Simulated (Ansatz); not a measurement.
Consider the homolysis of the Ge–O bond: `[OH][Ge]([F])([F])[Cl]` → `[F][Ge]([F])[Cl]`• + `[OH]`•.

Isolated molecules relaxed with PBE0-D4/def2-TZVP in Ansatz; ΔE leaves out vibrations. CCSD(T)/CBS is the MP2 limit (def2-TZVPP, def2-QZVPP) plus CCSD(T) − MP2 in def2-TZVPP, frozen cores. This one scheme is used for every species. Functionals use def2-TZVPP. Open shells (•) are unrestricted, without spin–orbit coupling. For Ge outer-core shells are correlated without core-valence functions, which leaves a few kJ/mol of doubt a bond. Scalar relativity is left out up to krypton. Each species was taken in one conformer, which may not be the lowest.

Q: What is ΔE at CCSD(T)/CBS? (An estimate is asked.)

A: Ansatz gave: +4.86 eV.

Q: What do these levels give: LDA (SPW92), revPBE-D4, r2SCAN0-D4, ωB97X-V, r2SCAN, r2SCANh, r2SCAN0, RPA@PBE/def2-TZVPP, MP2/def2-QZVPP, SCS-MP2/def2-QZVPP, HF/CBS(def2), MP2/CBS(def2)? (An estimate is asked.)

A: Computed: LDA (SPW92) 5.33, revPBE-D4 4.30, r2SCAN0-D4 4.44, ωB97X-V 4.69, r2SCAN 4.46, r2SCANh 4.45, r2SCAN0 4.42, RPA@PBE/def2-TZVPP 4.42, MP2/def2-QZVPP 5.12, SCS-MP2/def2-QZVPP 4.99, HF/CBS(def2) 3.37, MP2/CBS(def2) 5.17 eV.

Largest T1 diagnostic among the species: 0.014.

Leaving LDA and LC-ωPBE aside and taking each functional with its dispersion term where it has one, the values, not all of them listed here, spread over 0.46 eV, from BLYP-D4 to PBE-QIDH. LDA lies +0.89 eV from PBE without D4, its usual overbinding. In def2-TZVPP, CCSD(T) changes the Hartree–Fock value by +1.37 eV (the triples alone add +0.10 eV) and MP2 by +1.68 eV; breaking electron pairs costs correlation energy, which Hartree–Fock lacks.
